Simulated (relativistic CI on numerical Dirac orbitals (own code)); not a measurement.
Computed by Dirac-Coulomb-Breit CI, KLI orbitals optimised for each configuration, model QED, unscaled Slater integrals (own radial code, finite nucleus).

The strongest absorption lines from the ground level of an ion, among the configurations computed and to levels below about 3850 eV (vacuum wavelength in Å, gf): 4.2809 (0.68), 4.7378 (1.6), 4.7797 (0.31), 4.7967 (0.00011), 5.4171 (0.31), 21.375 (0.74), 35.354 (0.49), 51.756 (0.007).

Which ion is it?
A. Hf54+
B. Sm44+
C. Pb64+
D. Ho49+

A. Hf54+ has 18 electrons and the ground level 3s2.3p6 1S_0; the strongest line goes to 3s2.3p5.4d 1P°_1. The pattern of lines fixes the number of electrons, and along that sequence the line energies rise steadily with the charge (about as its square where n changes within one kind of shell, about linearly where n is kept but much faster in heavy ions where fine structure, which grows about as Z⁴, sets the gap, and irregularly where shells cross), which fixes Z. Configurations outside the model, such as inner-shell arrays, can give stronger lines. At this charge energies of transitions that change n are usually good to better than 1 %, and those within a shell (Δn = 0) to a few per cent.

LS names give the leading component of a level, which can be under half, so a name can repeat, a term be missing and a line seem to break the LS rules.
